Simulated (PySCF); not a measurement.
CH₉NOSeSi₂.
Z-matrix (Å and degrees, PBE0-D3(BJ)/def2-SVP geometry), rows numbered from 1:
```
C 
O   1  1.4010
Si  2  1.6563  1  124.15
N   3  1.7127  2  103.58  1   176.03
Se  3  2.2788  2  113.47  1    58.80
Si  5  2.2912  3   93.46  2    76.04
H   1  1.1001  2  108.66  3   177.95
H   1  1.1047  2  111.52  3   -62.68
H   1  1.1057  2  112.11  3    58.62
H   3  1.4953  2  109.00  1   -57.07
H   4  1.0138  3  119.94  2    30.84
H   4  1.0123  3  121.69  2  -177.24
H   6  1.4898  5  111.35  3   -45.66
H   6  1.4934  5  105.12  3  -164.24
H   6  1.4918  5  111.99  3    78.22
```

Level: PBE0/def2-SVPD in PySCF, non-relativistic, on one gas-phase PBE0-D3(BJ)/def2-SVP geometry that isn't relaxed in the solvent. The solvent is an IEF-PCM continuum (van der Waals radii × 1.2), and excitations are vertical TDDFT with non-equilibrium linear response and a frozen core. Only the electrostatic response of the medium enters. Spin–orbit coupling is left out although an atom past zinc is present.

Gas-phase singlets (H = HOMO, L = LUMO):

| state | E (eV) | λ (nm) | f | leading configurations |
| --- | --- | --- | --- | --- |
| S1 | 5.481 | 226 | 0.010 | H→L 96% |
| S2 | 6.026 | 206 | 0.033 | H→L+1 71%, H→L+2 24% |
| S3 | 6.202 | 200 | 0.016 | H→L+2 66%, H→L+1 24% |
| S4 | 6.373 | 195 | 0.009 | H-1→L 78%, H→L+3 9% |
| S5 | 6.527 | 190 | 0.031 | H→L+3 72%, H-1→L 10% |

Task: How does the list change in tetrahydrofuran (ε = 7.426)?

Result: 
```
state  E (eV)  λ (nm)      f  leading configurations  change by rank (eV)
   S1   5.540     224  0.015                 H→L 96%               +0.059
   S2   6.068     204  0.043               H→L+1 89%               +0.042
   S3   6.289     197  0.014    H-1→L 80%, H→L+2 11%               +0.087
   S4   6.360     195  0.034    H→L+2 78%, H-1→L 12%               -0.013
   S5   6.605     188  0.028               H→L+3 80%               +0.078
```

Task: What are the lowest 5 singlets in acetonitrile (ε = 35.69)?

Result: 
```tsv
state	E (eV)	λ (nm)	f	leading configurations	change by rank (eV)
S1	5.558	223	0.015	H→L 96%	+0.077
S2	6.081	204	0.042	H→L+1 90%	+0.055
S3	6.280	197	0.014	H-1→L 88%	+0.078
S4	6.389	194	0.033	H→L+2 86%	+0.016
S5	6.624	187	0.022	H→L+3 79%	+0.097
```

Task: The ground-state energy changes by -0.188 eV from gas to acetonitrile. By how much does the total energy of gas-phase S3 change?

Result: E(S3) = E(S0) + excitation energy, so it changes by -0.188 + 0.187 = -0.001 eV: it is lowered less than the ground state, which is what a blue shift means. This is the vertical state, with the slow part of the continuum still set for S0.

Task: How do the frontier levels move from gas to acetonitrile?

Result: 
| orbital | gas (eV) | solvent (eV) | change (eV) |
| --- | --- | --- | --- |
| LUMO+2 | 0.42 | 0.48 | +0.06 |
| LUMO+1 | 0.23 | 0.23 | 0.00 |
| LUMO | -0.18 | -0.20 | -0.02 |
| HOMO | -7.00 | -7.12 | -0.12 |
| HOMO-1 | -7.69 | -7.57 | +0.12 |
| HOMO-2 | -8.16 | -8.13 | +0.03 |
| HOMO-3 | -8.67 | -8.70 | -0.03 |

The HOMO–LUMO gap goes from 6.82 to 6.92 eV.
